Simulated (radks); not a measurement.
The numbers below are computed, except where a source is named.
Dispersion coefficients C6 (hartree bohr^6) between ground-configuration atoms and ions, from the Casimir-Polder integral (3/pi) of alpha_A(iw) alpha_B(iw). Level of theory: non-relativistic Kohn-Sham, PBE, spin-polarised, spherical densities, point nucleus; open shells are filled with parallel spins first (spin-orbit coupling, left out, can overturn this in heavy ions) (a radial shooting solver on a logarithmic mesh with Libxc functionals). Response by self-consistent Sternheimer equations with the Hartree and adiabatic LDA kernel. For heavy and open-shell atoms this level of theory can miss by tens of per cent.

C6,P,Li,Kr,Co+,Co,B2+,Mn+,In
P,205.0,,,,,,,
Li,359.0,1077,,,,,,
Kr,165.6,252.8,141.0,,,,,
Co+,85.55,139.8,72.50,37.89,,,,
Co,298.0,616.9,230.8,121.8,456.9,,,
B2+,41.43,80.17,32.48,16.98,62.24,8.554,,
Mn+,171.0,333.6,135.6,71.39,257.1,35.24,146.2,
In,400.4,860.9,309.1,163.9,619.5,84.01,348.0,843.1

Static polarisabilities (bohr^3): P ([Ne] 3s2 3p3) 27.75, Li ([He] 2s1) 137.7, Kr ([Kr]) 18.12, Co+ ([Ar] 3d8) 10.68, Co ([Ar] 3d7 4s2) 53.95, B2+ ([He] 2s1) 6.582, Mn+ ([Ar] 3d5 4s1) 28.18, In ([Kr] 4d10 5s2 5p1) 80.47. The combination rule 2 Ca Cb / ((alpha_b/alpha_a) Ca + (alpha_a/alpha_b) Cb) gives 357.6 for P-Li, against 359.0 from the integral.
